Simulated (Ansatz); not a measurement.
# Energy profile

The step: SiH₃Cl ([SiH3][Cl]) + SiH₄ → Si₂H₅Cl ([SiH3][SiH2][Cl]) + H₂; bonds formed: Si1–Si7, H2–H6; bonds broken: Si1–H2, H6–Si7 (atoms numbered as in the saddle structure below).

```
10
angstrom
Si -0.6481 0.8914 -0.6125
H -0.3832 -0.9164 -0.4852
H -2.1178 0.7543 -0.4462
H -0.2401 2.1726 0.0221
Cl -0.1849 1.0646 -2.6145
H -0.0590 -1.7692 -0.0253
Si 0.7683 -0.6196 0.8637
H -0.5546 -0.5073 1.5597
H 1.7103 -0.6632 -0.2872
H 1.7092 -0.4072 2.0252
```

Electronic energies by CCSD(T) at an estimated basis limit (MP2 extrapolated from triple and quadruple zeta, plus CCSD(T) − MP2 in triple zeta), on PBE0-D4/def2-TZVP structures; Si2H7Cl, singlet; no counterpoise correction. Computed with Ansatz 0.2.0 (basis: def2-TZVPP and def2-QZVPP); correlated methods freeze the cores. Extrapolation: Hartree–Fock as exp(−7.88 √X), correlation as X^−2.97.

Problem. Give the profile in eV, counted from the separated reactants. (An estimate is asked for; the value comes from the calculation.)

Solution. Computed:
```csv
point,eV
"separated: SiH3Cl (linked as [SiH3][Cl]; Si1, H2, H3, H4, Cl5; singlet) + SiH4 (H6, Si7, H8, H9, H10; singlet)",0.000
start structure,-0.057
saddle,3.153
end structure,0.183
"separated: Si2H5Cl (linked as [SiH3][SiH2][Cl]; Si1, H3, H4, Cl5, Si7, H8, H9, H10; singlet) + H2 (H2, H6; singlet)",0.209
```

No T1 diagnostic of these runs exceeds 0.012.

For scale, one of the runs: CCSD(T)/def2-TZVPP, 224 basis functions, launched by `ansatz run in.yaml --threads 4 --pin off --events-out ev --progress --plain --max-ram 9574MiB`. Hardware: 4 CPU threads of an Arm Neoverse V2, shared host. Wall time 31 s; peak host memory 3.2 GiB.
